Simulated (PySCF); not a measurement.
**Potential energy of HgI along the bond**

Set-up: Hg def2-TZVPP with ECP60, I def2-TZVPP with ECP28; scalar-relativistic core potentials (PySCF 2.14). Energies in eV from Hg + I in their ground configurations at the same level. State: ²Σ⁺ (doublet), unpaired electrons σ ↑.

All columns are PBE0. A positive dipole means Hg(−)I(+).

```json
{"R (Å)": "2.376", "E (eV)": "-0.045", "μ (D)": "-1.26", "Mulliken charge on Hg (basis-dependent)": "0.24", "HOMO (eV)": "-6.24", "LUMO (eV)": "-3.59", "Mayer bond order": "1.13", "⟨S²⟩": "0.75"}
{"R (Å)": "2.487", "E (eV)": "-0.419", "μ (D)": "-1.60", "Mulliken charge on Hg (basis-dependent)": "0.26", "HOMO (eV)": "-6.42", "LUMO (eV)": "-3.83", "Mayer bond order": "1.04", "⟨S²⟩": "0.76"}
{"R (Å)": "2.597", "E (eV)": "-0.605", "μ (D)": "-1.92", "Mulliken charge on Hg (basis-dependent)": "0.26", "HOMO (eV)": "-6.59", "LUMO (eV)": "-4.06", "Mayer bond order": "0.96", "⟨S²⟩": "0.76"}
{"R (Å)": "2.680", "E (eV)": "-0.664", "μ (D)": "-2.12", "Mulliken charge on Hg (basis-dependent)": "0.26", "HOMO (eV)": "-6.72", "LUMO (eV)": "-4.22", "Mayer bond order": "0.90", "⟨S²⟩": "0.76"}
{"R (Å)": "2.763", "E (eV)": "-0.677", "μ (D)": "-2.30", "Mulliken charge on Hg (basis-dependent)": "0.26", "HOMO (eV)": "-6.84", "LUMO (eV)": "-4.36", "Mayer bond order": "0.85", "⟨S²⟩": "0.76"}
{"R (Å)": "2.846", "E (eV)": "-0.659", "μ (D)": "-2.44", "Mulliken charge on Hg (basis-dependent)": "0.25", "HOMO (eV)": "-6.95", "LUMO (eV)": "-4.49", "Mayer bond order": "0.79", "⟨S²⟩": "0.76"}
{"R (Å)": "2.956", "E (eV)": "-0.607", "μ (D)": "-2.55", "Mulliken charge on Hg (basis-dependent)": "0.23", "HOMO (eV)": "-7.10", "LUMO (eV)": "-4.64", "Mayer bond order": "0.72", "⟨S²⟩": "0.76"}
{"R (Å)": "3.095", "E (eV)": "-0.520", "μ (D)": "-2.58", "Mulliken charge on Hg (basis-dependent)": "0.21", "HOMO (eV)": "-7.28", "LUMO (eV)": "-4.80", "Mayer bond order": "0.62", "⟨S²⟩": "0.76"}
{"R (Å)": "3.260", "E (eV)": "-0.411", "μ (D)": "-2.48", "Mulliken charge on Hg (basis-dependent)": "0.18", "HOMO (eV)": "-7.32", "LUMO (eV)": "-4.94", "Mayer bond order": "0.51", "⟨S²⟩": "0.76"}
{"R (Å)": "3.481", "E (eV)": "-0.284", "μ (D)": "-2.17", "Mulliken charge on Hg (basis-dependent)": "0.14", "HOMO (eV)": "-7.39", "LUMO (eV)": "-5.09", "Mayer bond order": "0.38", "⟨S²⟩": "0.76"}
```

A fit through these points gives, at Re = 2.751 Å, μ = -2.28 D and dμ/dR = -1.95 D/Å; the reduced mass is 77.94 u.

How strong is the fundamental in the double-harmonic approximation, I = 42.26·(dμ/dR)²/μred km/mol?

I = 42.26·(-1.95)²/77.94 = 2.06 km/mol at PBE0.

These are scalar-relativistic numbers at best; spin–orbit coupling would shift them, the dissociation energy most. The state was picked by a PBE0 search and need not be the measured ground state.
